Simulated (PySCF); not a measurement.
Species: C6H13PS.
Numbering: `[CH3:1][S:2][CH2:3][PH:4][CH:5]1[CH2:6][CH2:7][CH2:8]1` (hydrogens: H9, H10, H11 on C1; H12, H13 on C3; H14 on P4; H15 on C5; H16, H17 on C6; H18, H19 on C7; H20, H21 on C8)

All values: PBE0/pcSseg-1 (PySCF, non-relativistic), on one gas-phase PBE0-D3(BJ)/def2-SVP geometry that isn't relaxed in the solvent. The solvent is an IEF-PCM continuum (Bondi radii, 1.10 Å for H, scaled by 1.2). Only the electrostatic response of the medium enters.

Gas phase at PBE0/pcSseg-1: HOMO -6.30 eV, LUMO 0.64 eV, dipole 0.78 D.

Question: What does the continuum do to the energy, the frontier levels and the dipole at PBE0/pcSseg-1 in acetonitrile and water?

Answer: 
```tsv
solvent	ε	E(solvent) − E(gas) (kJ/mol)	polarisation term (kJ/mol)	distortion of the solute (kJ/mol)	HOMO (eV)	LUMO (eV)	dipole (D)
acetonitrile	35.69	-17.00	-19.63	2.63	-6.39	0.71	1.30
water	78.36	-17.48	-20.28	2.80	-6.39	0.71	1.32
```

The first energy column is the sum of the next two and covers electrostatics alone. From acetonitrile to water the lowering changes by a factor 1.03, Onsager's factor (ε − 1)/(2ε + 1) by 1.02 and ε itself by 2.2.

Question: Which Hirshfeld charges (PBE0/pcSseg-1) respond most in acetonitrile (means over atoms taken as equivalent)?

Answer: 
```tsv
atoms	environment	gas (e)	solvent (e)	change
S2	sulfide sulfur	-0.005	-0.034	-0.029
P4	phosphine phosphorus	+0.100	+0.081	-0.019
H14	P–H hydrogen	-0.022	-0.012	+0.010
H12/H13	methylene hydrogen	+0.042	+0.049	+0.007
C3	sp3 carbon bound to sulfur	-0.121	-0.117	+0.004
H9/H10/H11	methyl hydrogen	+0.042	+0.046	+0.004
H17/H20	methylene hydrogen	+0.034	+0.038	+0.004
H15	methine hydrogen	+0.029	+0.027	-0.002
```

Question: Which Mayer bond orders change most in acetonitrile?

Answer: 
| bond | length (Å) | gas | solvent | change |
| --- | --- | --- | --- | --- |
| S2–C3 | 1.811 | 0.988 | 0.975 | -0.013 |
| C1–S2 | 1.805 | 0.994 | 0.982 | -0.012 |
| P4–C5 | 1.847 | 0.947 | 0.941 | -0.006 |
| P4–H14 | 1.434 | 0.928 | 0.934 | +0.006 |
| C5–C6 | 1.545 | 0.967 | 0.972 | +0.005 |
| C1–H10 | 1.099 | 0.959 | 0.954 | -0.005 |
| C3–H13 | 1.103 | 0.934 | 0.930 | -0.004 |
| C3–P4 | 1.869 | 0.937 | 0.941 | +0.004 |

Time: 40 s of wall time; peak memory 1.2 GiB. Hardware: Arm Neoverse V2, one thread, shared host. This is the whole shielding run at PBE0/pcSseg-1 in water, SCF included.

Conformer computed: `[CH3:1][S:2][CH2:3][PH:4][CH:5]1[CH2:6][CH2:7][CH2:8]1`: C1–S2–C3–P4 70°, S2–C3–P4–C5 73°, C3–P4–C5–C6 58°.
